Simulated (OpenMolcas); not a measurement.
Ta4+ among 6 point charges of -1.5 e arranged as a trigonal antiprism (D3d), 2.14 Å from the ion, with a polar angle of 59.7° against the regular 54.74°.
```
   0.0000    1.8469    1.0809  -1.50
  -1.5995   -0.9235    1.0809  -1.50
   1.5995   -0.9235    1.0809  -1.50
   0.0000   -1.8469   -1.0809  -1.50
   1.5995    0.9235   -1.0809  -1.50
  -1.5995    0.9235   -1.0809  -1.50
```

| Item | Value |
| --- | --- |
| Program | OpenMolcas |
| Method | CASSCF |
| Basis | ANO-RCC-VDZP [7s6p4d2f1g] |
| Scalar Hamiltonian | DKH2, point nucleus |
| Active space | 1 electron in 5 orbitals (5d) |
| State averaging | 2S+1 = 2 even, 5 roots |
| Spin-orbit coupling | RASSI with atomic mean-field integrals over the reference wave functions |

Problem. What is the spin-free ground state (labels of D3, the rotations of D3d)?

Solution. 2A1, 1-fold in its orbital part, 100 % from free-ion D terms; it has the highest spin that d1 allows.

Problem. Where is the first state of the same spin?

Solution. 2E at 4330 cm-1 above the ground state.

Problem. What are the lowest two levels with spin-orbit coupling?

Solution. A 2-fold level E1/2 with g = 0.32, 0.32, 1.44, then a 2-fold level E3/2 4568 cm-1 above it. Their leading multiplicities are 2 (100 %) and 2 (100 %).

Problem. What is χT at 300 K, and how does it compare with the textbook value?

Solution. The lowest level has 2S+1 = 2, for which the spin-only value is χT = S(S+1) / 2 = 0.375 cm3 K/mol (g = 2). The computed 0.097 at 300 K differs by -0.278, through orbital momentum, spin-orbit coupling and any other state in reach.

Point charges carry no covalency, so the field is a model and not that of real ligands. No measured value stands beside these numbers.
